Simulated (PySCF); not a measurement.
**Te(2+) (tellurium, charge +2) across methods**

[Kr] 4d10 5s1 5p3, high-spin 5S determinant (an excited configuration). All numbers are calculated (PySCF 2.14, scalar relativity by spin-free X2C-1e, in aug-cc-pwCVTZ-DK3 with one added diffuse shell each of s, p, d, f type (11s10p8d5f1g, 125 functions)).

```json
{"method": "r2SCAN", "E (hartree)": "-6792.22", "mean ε 4d β (eV)": "-62.510", "mean ε 5s α (eV)": "-35.630", "mean ε 5p α (eV)": "-24.662", "Σ⟨r²⟩ (bohr²)": "40.95", "⟨S²⟩": "6.003"}
{"method": "CAM-B3LYP", "E (hartree)": "-6792.55", "mean ε 4d β (eV)": "-66.119", "mean ε 5s α (eV)": "-38.523", "mean ε 5p α (eV)": "-26.719", "Σ⟨r²⟩ (bohr²)": "41.10", "⟨S²⟩": "6.001"}
{"method": "PBE0", "E (hartree)": "-6791.86", "mean ε 4d β (eV)": "-64.784", "mean ε 5s α (eV)": "-36.957", "mean ε 5p α (eV)": "-25.532", "Σ⟨r²⟩ (bohr²)": "41.03", "⟨S²⟩": "6.002"}
{"method": "UHF", "E (hartree)": "-6789.47247", "mean ε 4d β (eV)": "-73.047", "mean ε 5s α (eV)": "-42.783", "mean ε 5p α (eV)": "-28.935", "Σ⟨r²⟩ (bohr²)": "41.35", "⟨S²⟩": "6.003"}
{"method": "LDA", "E (hartree)": "-6785.81", "mean ε 4d β (eV)": "-61.745", "mean ε 5s α (eV)": "-34.885", "mean ε 5p α (eV)": "-24.264", "Σ⟨r²⟩ (bohr²)": "41.05", "⟨S²⟩": "6.001"}
{"method": "wB97M-V", "E (hartree)": "-6791.73", "mean ε 4d β (eV)": "-67.350", "mean ε 5s α (eV)": "-39.740", "mean ε 5p α (eV)": "-27.802", "Σ⟨r²⟩ (bohr²)": "41.14", "⟨S²⟩": "6.002"}
{"method": "PBEsol", "E (hartree)": "-6788.76", "mean ε 4d β (eV)": "-61.541", "mean ε 5s α (eV)": "-34.784", "mean ε 5p α (eV)": "-24.206", "Σ⟨r²⟩ (bohr²)": "41.00", "⟨S²⟩": "6.001"}
```

(1) Estimate the same row for PBE.

## Answers

(1) E (hartree) = -6791.77; mean ε 4d β (eV) = -61.588; mean ε 5s α (eV) = -34.727; mean ε 5p α (eV) = -24.176; Σ⟨r²⟩ (bohr²) = 41.08; ⟨S²⟩ = 6.001.
